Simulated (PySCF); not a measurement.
Nb(CCH)4, C₈H₄Nb (doublet state).
Bonds: Nb1–C2, Nb1–C5, Nb1–C8, Nb1–C11, C2–C3, C5–C6, C8–C9, C11–C12. Hydrogens: H4 on C3; H7 on C6; H10 on C9; H13 on C12.

Computed, not measured: PySCF 2.14.0, PBE0-D3(BJ)/def2-SVP geometry optimisation, gas phase, def2 core potentials past Kr.

**Question.** Give the optimised bond lengths and angles.

**Answer.** 
```tsv
bond	length (Å)
Nb1–C2 and 3 like bonds	2.071
C2–C3 and 3 like bonds	1.230
C3–H4 and 3 like bonds	1.077
```

Bonds in one row agree within 0.01 Å and their mean is given. A selection of angles:
```tsv
angle	degrees
C2–Nb1–C5	110.1
C2–Nb1–C8	107.3
C2–Nb1–C11	110.9
Nb1–C2–C3	179.5
Nb1–C8–C9	178.0
```

All 4 C–C bonds measure 1.230 Å. Nb1 (niobium bonded to 4 C) is tetrahedral (angles from 106.7° to 111.3°). All 4 C–Nb bonds measure 2.069 to 2.073 Å.

Not checked by PBE0-D3(BJ)/def2-SVP frequencies. ⟨S²⟩ = 0.764 (exact for a doublet: 0.75).
